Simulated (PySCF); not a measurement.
Species: C7H12.
SMILES: `C#CCC(C)(C)C`

The closed-shell SCF was solved with PySCF and density fitting under several settings on one GFN2-xTB geometry (grid level 2 and gas phase unless stated).

```json
{"settings": "PBE0/6-311G**", "basis functions": "198", "SCF cycles": "14", "E (Eh)": "-273.6330", "HOMO (eV)": "-7.60", "LUMO (eV)": "1.08", "dipole (D)": "0.66"}
{"settings": "HF/6-311G**, grid level 3, fitting basis def2-universal-jkfit", "basis functions": "198", "SCF cycles": "11", "E (Eh)": "-272.0700", "HOMO (eV)": "-10.32", "LUMO (eV)": "3.99", "dipole (D)": "0.63"}
```

Problem. Estimate the rows for these settings: (1) PBE/cc-pVDZ, fitting basis def2-qzvpp-jkfit, level shift 0.3 Eh; (2) HCTH407/6-31G*, IEF-PCM methanol.

Solution. 
| settings | basis functions | SCF cycles | E (Eh) | HOMO (eV) | LUMO (eV) | dipole (D) |
| --- | --- | --- | --- | --- | --- | --- |
| PBE/cc-pVDZ, fitting basis def2-qzvpp-jkfit, level shift 0.3 Eh | 158 | 11 | -273.5196 | -6.25 | 0.39 | 0.67 |
| HCTH407/6-31G*, IEF-PCM methanol | 122 | 14 | -273.9023 | -6.33 | 0.60 | 0.97 |

Problem. Over all rows, what range does the HOMO–LUMO gap span?

Solution. From 6.64 eV (PBE/cc-pVDZ, fitting basis def2-qzvpp-jkfit, level shift 0.3 Eh) to 14.31 eV (HF/6-311G**, grid level 3, fitting basis def2-universal-jkfit). The functional of the narrowest has no exact exchange, that of the widest 100 % exact exchange.

Problem. And the dipole moment?

Solution. From 0.63 D (HF/6-311G**, grid level 3, fitting basis def2-universal-jkfit) to 0.97 D (HCTH407/6-31G*, IEF-PCM methanol); the largest is 1.54 times the smallest, and the median is 0.67 D.

Whole jobs, the steps after the SCF included, on an Intel Xeon Platinum 8488C with one thread, shared host:

| settings | work after the SCF | wall time | peak memory |
| --- | --- | --- | --- |
| PBE0/6-311G** | shieldings | 34 s | 0.99 GiB |
| HF/6-311G**, grid level 3, fitting basis def2-universal-jkfit | shieldings | 12 s | 0.82 GiB |
| PBE/cc-pVDZ, fitting basis def2-qzvpp-jkfit, level shift 0.3 Eh | shieldings | 37 s | 0.70 GiB |
| HCTH407/6-31G*, IEF-PCM methanol | shieldings, charges and field gradients | 18 s | 0.69 GiB |

Cycle counts include a coarse-grid stage where the run had one. All basis functions are spherical, in the Pople sets too. Geometry: GFN2-xTB; no vibrations or thermal averaging.

Shape of the structure used: `[CH:1]#[C:2][CH2:3][C:4]([CH3:5])([CH3:6])[CH3:7]`: C2–C3–C4–C5 60°.
